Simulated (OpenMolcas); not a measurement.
**Cr2+ in a point-charge field**

Cr2+ among 6 point charges of -2 e arranged as an octahedron (Oh), 1.92 Å from the ion.

- Program: OpenMolcas
- Method: SS-CASPT2, IPEA 0.25 Eh, imaginary shift 0.1 Eh (closed shells correlated: 3s 3p)
- Basis: ANO-RCC-VDZP [5s4p2d1f]
- Scalar Hamiltonian: DKH2, point nucleus
- Active space: 4 electrons in 5 orbitals (3d)
- State averaging: 2S+1 = 5 even, 5 roots; 2S+1 = 3 even, 45 roots; 2S+1 = 1 even, 50 roots
- Spin-orbit coupling: state interaction with AMFI integrals over the reference wave functions

The lowest spin-free states (labels of O, the rotations of Oh), above the lowest:

```
State  Degeneracy  E (cm-1)  Free-ion L (%)
   5E           2         0         D (100)
  3T1           3     10300          H (49)
  5T2           3     10310         D (100)
  3T1           3     16680          H (45)
  3T2           3     17480          F (52)
   3E           2     17840          H (93)
  1T2           3     18510          G (53)
  3A2           1     19110         F (100)
  3A1           1     19740         G (100)
   1E           2     19840          I (75)
  1A1           1     21590          G (42)
   3E           2     23450          G (73)
  1T2           3     25750          I (62)
  1A2           1     26310          I (96)
  3T1           3     26320          H (59)
  1T1           3     27010          I (48)
  3T2           3     28280          H (50)
   1E           2     29410          D (54)
  3T1           3     30390          F (34)
   3E           2     31520          D (73)
```

The lowest levels with spin-orbit coupling:

| E (cm-1) | Degeneracy | Label | 2S+1 |
| --- | --- | --- | --- |
| 0 | 1 | A1 | 5 |
| 6 | 3 | T1 | 5 |
| 12 | 2 | E | 5 |
| 17 | 3 | T2 | 5 |
| 22 | 1 | A2 | 5 |
| 10150 | 1 | A1 | 3 |
| 10210 | 3 | T1 | 5 |
| 10210 | 3 | T2 | 5 |
| 10220 | 1 | A1 | 5 |
| 10250 | 3 | T1 | 3 |
| 10380 | 2 | E | 5 (86 %) |
| 10380 | 3 | T1 | 5 |
| 10380 | 3 | T2 | 3 |
| 10390 | 2 | E | 3 (86 %) |
| 10490 | 3 | T2 | 5 |
| 16420 | 1 | A1 | 3 |
| 16560 | 3 | T1 | 3 |
| 16820 | 3 | T2 | 3 |
| 16850 | 2 | E | 3 |
| 17410 | 2 | E | 3 |

Powder χT (cm3 K/mol): 1.31 at 2 K, 2.7 at 10 K, 2.92 at 50 K, 2.94 at 100 K, 2.95 at 200 K, 2.96 at 300 K. The effective moment at 300 K is 2.828 √(χT) = 4.87 μB.

The lowest level has 2S+1 = 5, for which the spin-only value is χT = S(S+1) / 2 = 3.000 cm3 K/mol (g = 2). The computed 2.962 at 300 K differs by -0.038, through orbital momentum, spin-orbit coupling and any other state in reach.

Roots that are degenerate in the reference are averaged as groups; the widest CASPT2 spread within a group is 210 cm-1 (the 3-fold group of multiplicity 1 near 72900 cm-1 above the lowest state of its run). Shifts and gaps below about the spread of the groups concerned are not significant. An orbital doublet at a regular site is open to a Jahn-Teller distortion, which this geometry leaves out. Free-ion shares, where given, are those of the reference states; single-state CASPT2 does not remix them. Point charges carry no covalency, so the field is a model and not that of real ligands. No measured value stands beside these numbers.
